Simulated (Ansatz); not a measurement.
The pair A = HF (SMILES F) (first 2 atoms), B = C2H2 (SMILES C#C); geometry from B3LYP-D3(BJ)/def2-TZVP.
(charge 0, multiplicity 1):
```xyz
6

F     -0.03246    -0.01162     0.34874
H     -0.01823    -0.00445     1.28329
C      0.25506    -0.53644     3.39847
C     -0.23015     0.55914     3.39748
H      0.68601    -1.50909     3.40738
H     -0.66091     1.53188     3.40466
```

Cores are frozen in the correlated methods.

Programs: Ansatz (an electronic-structure program) with Gaussian orbitals. 

Total energies (hartree), monomers frozen at their geometry in the pair:

```
structure              HF/aug-cc-pVDZ  PBE/def2-TZVPPD  MP2/aug-cc-pVTZ
---------------------  --------------  ---------------  ---------------
AB                       -176.8658022     -177.6569673     -177.5122790
A in the pair's basis    -100.0326007     -100.3967136     -100.3410846
B in the pair's basis     -76.8288320      -77.2523320      -77.1642033
A                        -100.0324046     -100.3966720     -100.3407142
B                         -76.8286363      -77.2522706      -77.1636854
```

Task: Work out the interaction energy without and with the counterpoise correction, and the superposition error, for each level.

Result: 
E(AB) − E(A) − E(B), times 627.509 kcal/mol, with the monomers in their own basis and then in the pair's basis:
- HF/aug-cc-pVDZ: -2.99 uncorrected, -2.74 corrected; the monomers gain 0.25 kcal/mol from borrowed functions
- PBE/def2-TZVPPD: -5.04 uncorrected, -4.97 corrected; the monomers gain 0.06 kcal/mol from borrowed functions
- MP2/aug-cc-pVTZ: -4.94 uncorrected, -4.39 corrected; the monomers gain 0.56 kcal/mol from borrowed functions
